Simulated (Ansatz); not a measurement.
Total energies of the cluster AlAs2⁻ (the lowest singlet isomer of a short search) from Ansatz at PBE0-D4/def2-TZVPD, gas phase (1 Eh = 27.2114 eV = 2625.5 kJ/mol). The reference geometry is relaxed at PBE-D4/def2-TZVPD.

Cartesian coordinates in Å:
```
Al -1.243 -0.623 -0.608
As -0.025 0.808 1.116
As 1.268 -0.184 -0.508
```

```csv
state,geometry,energy (Eh)
charge -1 singlet,reference,-4713.61646
charge 0 doublet,reference,-4713.53250
charge -1 triplet,relaxed at PBE-D4/def2-TZVPD,-4713.59792
charge -1 quintet,relaxed at PBE-D4/def2-TZVPD,-4713.53379
```

Q: Work out the vertical ionisation energy to the doublet.

A: E(charge 0 doublet) − E(charge -1 singlet) = -4713.53250 − (-4713.61646) = 0.08396 Eh = 2.28 eV. For comparison, −ε of the highest occupied level is 0.62 eV at this level, 1.66 eV less.

Q: Which of the charge -1 states is lowest, and how far above it are the others?

A: The singlet. triplet: -4713.59792 − (-4713.61646) = 0.01854 Eh = 48.7 kJ/mol; quintet: -4713.53379 − (-4713.61646) = 0.08267 Eh = 217.1 kJ/mol.

At PBE0-D4/def2-TZVPD the highest occupied level of the charge -1 quintet lies above zero (up to 0.84 eV). It is a level of α spin, whose loss leaves a quartet; that state wasn't run at this geometry and level. The electron is either unbound and held by the finite basis, or the level is raised by self-interaction error. 

The structure comes from a short search, and lower isomers may exist.
